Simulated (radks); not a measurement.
Results of a calculation; reference values are marked as such.
Neutral rhodium inside a hard spherical wall (all orbitals vanish at R), configuration held at [Kr] 4d8 5s1 and not refilled when levels cross. Level of theory: scalar-relativistic Kohn-Sham, LDA (Slater exchange, Perdew-Wang correlation), spin-polarised, spherical densities, point nucleus; open shells are filled with parallel spins first (spin-orbit coupling, left out, can overturn this in heavy ions) (a radial shooting solver on a logarithmic mesh with Libxc functionals). Eigenvalues in eV for spin up, with the zero of energy where the potential of the charges vanishes at infinity; a dash marks a level that is unbound or too diffuse for the functional's potential to be trusted. A positive occupied level is held by the wall or, in an anion where self-interaction has pushed it up, behind a barrier. The pressure on the wall is -dE/dV.

| R (bohr) | E (hartree) | kinetic (hartree) | e(4s) | e(4p) | e(4d) | e(5s) | e(5p, empty) | e(6s, empty) | pressure (GPa) |
|---|---|---|---|---|---|---|---|---|---|
| free | -4779.53589 | 4948.610 | -83.016 | -51.023 | -6.670 | -4.979 | -1.184 | -0.007 | 0 |
| 20 | -4779.53589 | 4948.610 | -83.016 | -51.023 | -6.670 | -4.979 | -1.184 | 0.157 | < 0.0001 |
| 15 | -4779.53589 | 4948.610 | -83.016 | -51.023 | -6.670 | -4.979 | -1.179 | 0.441 | < 0.0001 |
| 10 | -4779.53566 | 4948.612 | -82.996 | -51.003 | -6.652 | -4.961 | -1.052 | 1.965 | 0.00627 |
| 7 | -4779.52806 | 4948.667 | -82.668 | -50.678 | -6.350 | -4.606 | -0.137 | 7.151 | 0.443 |
| 5 | -4779.44590 | 4949.097 | -80.864 | -48.911 | -4.732 | -2.307 | 3.718 | 22.312 | 10.8 |
| 4 | -4779.19047 | 4950.223 | -77.483 | -45.653 | -1.655 | 2.795 | 10.929 | 45.609 | 71.8 |
| 3 | -4777.92182 | 4955.216 | -67.978 | -36.570 | 7.847 | 21.616 | 34.874 | 110.62 | 714 |
